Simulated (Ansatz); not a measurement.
Compare A (`C[SiH2]C(N)O`) with its isomer B (`NCCO[SiH3]`).

Calculated with Ansatz (gas phase, PBE0-D4/def2-TZVP geometries, no zero-point term in ΔE). CCSD(T)/CBS adds triple-zeta CCSD(T) − MP2 to the extrapolated MP2 energy (def2 sets, frozen cores). DFT in def2-TZVPP. One conformer a species, not always the lowest.

(1) Which isomer does CCSD(T)/CBS put lower? Give the gap. (Best estimate.)

(2) Give E(B) − E(A) in kJ/mol with CCSD(T)/def2-TZVPP, PBE-D4, CCSD/def2-TZVPP, PBE0-D4, LDA (SPW92), HF/def2-TZVPP, r2SCAN-D4. (Best estimate.)

(3) Does the order hold for the free energy at 298.15 K (harmonic terms from PBE0-D4)? (An estimate is asked.)

Largest T1 diagnostic: 0.011.

Answers

(1) The calculation gave: B, by 53.2 kJ/mol.

(2) Computed: CCSD(T)/def2-TZVPP -55.2, PBE-D4 -34.2, CCSD/def2-TZVPP -59.1, PBE0-D4 -42.0, LDA (SPW92) -35.3, HF/def2-TZVPP -81.3, r2SCAN-D4 -45.7. None reverses the order clearly.

(3) Ansatz gave: Yes: G(B) − G(A) = -52.1 kJ/mol, for one conformer each. Modes under 60 cm⁻¹, often nearly free rotors, make the harmonic entropy too high.

At CCSD(T), def2-SVP lies −7.9 kJ/mol from the extrapolated value and def2-TZVPP −2.0 kJ/mol. From PBE to PBE0 (25 % exact exchange), in def2-TZVPP and without D4, E(B) − E(A) moves by −7.6 kJ/mol.
